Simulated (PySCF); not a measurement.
Labels have come off several samples. The candidates:

A. SMILES CN(C)[Si@@](C)([SiH3])C#N
B. `O=CC#CC#C[SiH2]O`
C. `C#CC#C[Si@H]([SiH2]N)N(C)C`

Spectrum 1. 13C{1H} NMR (computed): δ 181.0 (CH), 105.8 (C), 95.4 (C), 88.8 (C), 76.8 (C).

Spectrum 2. 13C{1H} NMR (computed): δ 100.2 (C), 85.5 (C), 74.3 (CH), 74.2 (C), 42.3 (CH3).

Spectrum 3. 13C{1H} NMR (computed): δ 126.9 (C), 41.5 (CH3), 0.9 (CH3).

[PySCF 2.14.0 with density-fitted response routines: geometry from GFN2-xTB; shieldings: GIAO PBE0/pcSseg-1; a single conformation; fast rotation and ring inversion assumed for equivalent nuclei; no solvent; non-relativistic]

Referencing at the same level of theory: 13C (σ = 186.93 ppm) against TMS. Shifts are as computed. Against solution values, carbons near 30 ppm lie about +3 ppm off and those near 130 ppm about +5 ppm. Of 1309 compounds with measured shifts, 239 miss one by over three times the rms of a fit or turn the order of signals round; such compounds aren't used in these exercises.

Which spectrum belongs to which compound?

## Answers

1–B, 2–C, 3–A.

- Spectrum 1 (B): 5 13C signals; δC 181.0 is an aldehyde carbonyl carbon; δC 95.4 is an alkyne carbon.
- Spectrum 2 (C): 5 13C signals; δC 100.2 is an alkyne carbon; δC 85.5 is an alkyne carbon.
- Spectrum 3 (A): 3 13C signals; δC 126.9 is a nitrile carbon; δC 41.5 is a methyl carbon bonded to N.
